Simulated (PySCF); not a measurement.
**How methods differ on the excitation energy of Rh**

Rh [Kr] 4d8 5s1 (4F) → Rh [Kr] 4d7 5s2 (4F), as a difference of total energies. All numbers are calculated (PySCF 2.14, scalar relativity through the core potential, in aug-cc-pwCVTZ-PP with ECP28MDF (8s8p7d4f3g, 122 functions)). Correlated levels: valence: 4s2 4p6 frozen; valence and next inner shell: nothing frozen outside the core potential. The calculations carry no spin-orbit coupling.

```csv
method,excitation energy (eV)
UHF,1.254
LDA,1.746
PBE,1.816
PBE0,1.785
r2SCAN,1.743
wB97M-V,1.463
M06,1.054
B2PLYP,1.596
MP2 (valence),1.733
SCS-MP2 (valence),1.678
MP2 (valence and next inner shell),1.583
SCS-MP2 (valence and next inner shell),1.444
```

Problem. How much does correlation contribute at MP2 (valence and next inner shell)?

Solution. 1.583 − (1.254) = 0.329 eV, measured against UHF.
